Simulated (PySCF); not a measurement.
Z-matrix (Å, degrees):
```
Al
O 1 1.7095
H 2 0.9586 1 123.45
C 1 1.9653 2 114.03 3 179.69
H 4 1.0904 1 114.24 2 176.42
H 4 1.0950 5 108.71 1 121.85
H 4 1.0952 5 108.46 6 116.56
```
Charge 0, spin multiplicity 2.

### Question
Predict the dipole moment, highest occupied spin orbital and total energy from r2SCAN-D4/def2-TZVP run with PySCF 2.14.0.

### Answer

| Quantity | Result |
|---|---|
| dipole moment | 0.172 e·Å |
| highest occupied spin orbital | -4.58 eV |
| total energy | -358.1562 Ha |
